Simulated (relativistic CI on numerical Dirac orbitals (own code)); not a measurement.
# La⁴¹⁺: computed level list

Method of calculation: Dirac-Coulomb-Breit CI, KLI orbitals optimised for each configuration, model QED, unscaled Slater integrals (own radial code, finite nucleus).

Configuration list (outside the closed core [Ne]): 3s2.3p4, 3s.3p5, 3s2.3p3.3d, 3p6, 3s.3p4.3d, 3p5.3d, 3s.3p3.3d2, 3s2.3p2.3d.4p, 3p5.4s, 3s.3p3.3d.4s, 3p5.4p, 3s2.3p3.4s, 3s2.3p3.4p, 3p4.3d.4p, 3s2.3p3.4d, 3s.3p4.4s, 3s2.3p3.4f, 3s.3p4.4p, 3s.3p4.4d, 3s.3p4.4f, 3s2.3p3.5s, 3s2.3p3.5p, 3s2.3p2.4s.4p, 3s2.3p3.5d, 3s2.3p3.5f, 3s2.3p3.5g, 3s.3p3.4s2, 3s.3p4.5s, 3s2.3p2.3d2, 3s2.3p.3d3, 3s.3p2.3d3, 3s2.3p.3d2.4s, 3s2.3p.3d2.4p, 3s2.3p.3d2.4d, 3p4.3d2, 3p3.3d3, 3p3.3d2.4s, 3p3.3d2.4p, 3p3.3d2.4d, 3s2.3p2.3d.4s, 3s.3p2.3d2.4s, 3s2.3p.3d.4s2, 3s2.3p.3d.4s.4p, 3s2.3p.3d.4s.4d, 3p4.3d.4s, 3p3.3d.4s2, 3p3.3d.4s.4p, 3p3.3d.4s.4d, 3s2.3p2.4s2, 3s.3p2.3d.4s2, 3s2.3p.4s2.4p, 3s2.3p.4s2.4d, 3s2.3p2.4p2, 3s2.3p.3d.4p2, 3s.3p2.3d.4p2, 3s2.3p.4s.4p2, 3s2.3p.4p3, 3s2.3p.4p2.4d, 3s.3p3.4s.4p, 3s.3p2.3d.4s.4p, 3s.3p2.4s2.4p, 3s.3p2.4s.4p2, 3s.3p2.4s.4p.4d. Double excitations out of closed p, d and f shells are left out; levels of such configurations are missing from the list, as are those of other unlisted configurations, and high levels can miss mixing partners. These lack a partner that the ground configuration has and come out too high: 3s2.3p3.4f, 3s.3p4.4p, 3s.3p4.4d, 3s.3p4.4f, 3s2.3p3.5s.

The lowest level is 3s2.3p4 3P_2, with 70 % of that term; Hund's rules for 3s2.3p4 give 3P with J = 2, in agreement.

```
No.  Configuration  Term  J   E (eV)   %  Next component (%)  Lifetime (s)
  1        3s2.3p4    3P  2    0.000  70               28 1D              
  2        3s2.3p4    1S  0   14.014  59               39 3P      1.21e-01
  3        3s2.3p4    3P  1   98.376  98    1 3s2.3p2.3d2 3P      9.85e-08
  4        3s2.3p4    1D  2  105.816  70               28 3P      1.94e-07
  5     3s2.3p3.3d   3F°  2  167.109  30              29 3D°      3.97e-10
  6     3s2.3p3.3d   5D°  1  171.470  30              26 3P°      2.60e-10
  7     3s2.3p3.3d   3P°  0  172.851  53              34 5D°      3.38e-08
  8     3s2.3p3.3d   3F°  3  172.939  28              21 3D°      8.10e-08
  9     3s2.3p3.3d   3P°  2  191.889  30              25 3D°      1.45e-10
 10     3s2.3p3.3d   3F°  4  193.405  45              33 5D°      1.63e-05
 11        3s2.3p4    3P  0  209.694  59               38 1S      4.05e-08
 12     3s2.3p3.3d   3D°  3  211.364  30              20 1F°      6.75e-12
 13     3s2.3p3.3d   3D°  1  217.202  32              31 3P°      1.06e-11
 14         3s.3p5   3P°  2  226.264  66   12 3s2.3p3.3d 3D°      5.84e-12
 15         3s.3p5   3P°  1  240.194  30              28 1P°      4.92e-12
 16     3s2.3p3.3d   3F°  2  259.490  45              27 3D°      1.85e-10
 17     3s2.3p3.3d   5D°  0  259.792  45              31 1S°      5.06e-10
 18     3s2.3p3.3d   3D°  1  260.567  51              30 5D°      2.12e-11
 19     3s2.3p3.3d   3F°  3  264.997  38              25 3G°      1.32e-10
 20     3s2.3p3.3d   3G°  4  272.425  52              30 1G°      6.98e-07
 21     3s2.3p3.3d   3F°  2  280.795  57              26 1D°      1.62e-11
 22     3s2.3p3.3d   3D°  3  281.936  58              29 5D°      5.18e-11
 23     3s2.3p3.3d   5D°  4  283.731  48              19 3G°      1.32e-07
 24     3s2.3p3.3d   3D°  1  289.576  37              31 1P°      4.11e-11
 25     3s2.3p3.3d   3P°  0  290.071  43              37 1S°      4.99e-09
 26     3s2.3p3.3d   3F°  4  292.431  69              28 1G°      6.73e-07
 27     3s2.3p3.3d   3D°  3  294.297  52              20 3F°      1.36e-12
 28     3s2.3p3.3d   3G°  5  295.199  99    1 3s.3p3.3d2 3G°      6.30e-07
 29     3s2.3p3.3d   3P°  2  296.376  38              18 1D°      1.11e-12
 30     3s2.3p3.3d   3S°  1  298.610  48              28 3P°      1.08e-12
 31     3s2.3p3.3d   3D°  2  307.967  51              32 3P°      1.20e-10
 32     3s2.3p3.3d   1P°  1  308.857  32              31 3D°      1.03e-12
 33     3s2.3p3.3d   3F°  3  313.304  36              32 1F°      3.66e-10
 34     3s2.3p3.3d   3D°  2  315.818  42              26 3F°      4.66e-12
 35     3s2.3p3.3d   1P°  1  320.327  32              31 3D°      2.47e-12
 36     3s2.3p3.3d   1F°  3  321.335  47              17 3F°      4.42e-12
 37     3s2.3p3.3d   1D°  2  328.045  42              32 3P°      2.08e-12
 38         3s.3p5   3P°  0  329.832  57   17 3s2.3p3.3d 3P°      4.12e-12
 39    3s2.3p2.3d2    3F  2  340.535  36               28 5G      1.39e-10
 40         3s.3p5   1P°  1  349.092  36              27 3P°      1.66e-12
 41    3s2.3p2.3d2    3P  0  355.231  51               32 5D      1.54e-10
 42    3s2.3p2.3d2    3F  3  363.920  20               18 5G      5.26e-11
 43      3s.3p4.3d    5D  2  368.097  22               14 5P      7.21e-11
 44      3s.3p4.3d    5P  1  368.977  21   17 3s2.3p2.3d2 5D      7.58e-11
 45    3s2.3p2.3d2    3F  4  372.970  17     13 3s.3p4.3d 5D      5.36e-11
 46      3s.3p4.3d    5D  2  383.521  21               13 3D      9.10e-12
 47      3s.3p4.3d    5D  3  383.539  36   13 3s2.3p2.3d2 5G      9.42e-12
 48      3s.3p4.3d    3D  1  388.344  27   18 3s2.3p2.3d2 5D      7.59e-12
 49     3s2.3p3.3d   3P°  0  390.325  63       21 3s.3p5 3P°      8.96e-13
 50      3s.3p4.3d    5D  4  391.558  22   16 3s2.3p2.3d2 3H      1.46e-11
 51     3s2.3p3.3d   3P°  1  392.816  31              22 3D°      1.07e-12
 52     3s2.3p3.3d   1F°  3  394.675  41              21 3D°      1.56e-12
 53     3s2.3p3.3d   3F°  4  395.277  54              16 5D°      6.18e-08
 54     3s2.3p3.3d   3D°  2  395.601  38              22 3P°      2.17e-12
 55      3s.3p4.3d    3F  4  396.754  36               13 3G      6.52e-12
 56      3s.3p4.3d    3P  0  397.692  52               24 5D      1.08e-11
 57     3s2.3p3.3d   1D°  2  400.073  33              29 3D°      7.46e-12
 58      3s.3p4.3d    3D  1  400.105  30               28 5P      4.84e-12
 59      3s.3p4.3d    5F  5  402.280  72               23 3G      1.58e-11
 60      3s.3p4.3d    3D  2  402.616  21   13 3s2.3p2.3d2 3D      1.06e-11
 61     3s2.3p3.3d   3D°  3  408.281  48              27 1F°      4.56e-10
 62      3s.3p4.3d    1S  0  408.910  30               26 3P      8.67e-12
 63      3s.3p4.3d    3G  3  409.226  34               22 3F      3.50e-12
 64      3s.3p4.3d    3D  1  410.331  31               29 5F      5.78e-12
 65      3s.3p4.3d    5F  2  411.386  21               19 3D      4.98e-12
 66      3s.3p4.3d    3D  2  413.075  21               13 3P      3.80e-12
 67      3s.3p4.3d    5D  4  415.809  24   13 3s2.3p2.3d2 5F      5.17e-12
 68      3s.3p4.3d    3P  1  420.260  43               15 5P      5.80e-12
 69      3s.3p4.3d    3D  3  423.443  32               24 3F      7.65e-12
 70      3s.3p4.3d    3D  3  432.071  40               24 5P      6.15e-12
```

Energies count from the lowest computed level; ° marks odd parity; lifetimes are radiative, by E1, M1, E2, M2, E3 decay to levels of this space only.

The mean weight of the leading LS term, summed over parents, in these 70 levels is 42 %, and that of the leading jj configuration (from the same eigenvectors) 77 %, so jj coupling describes them better and the LS labels are nominal.

At this charge energies of transitions that change n are usually good to better than 1 %, and those within a shell (Δn = 0) to a few per cent.

LS names give the leading component of a level, which can be under half, so a name can repeat, a term be missing and a line seem to break the LS rules.
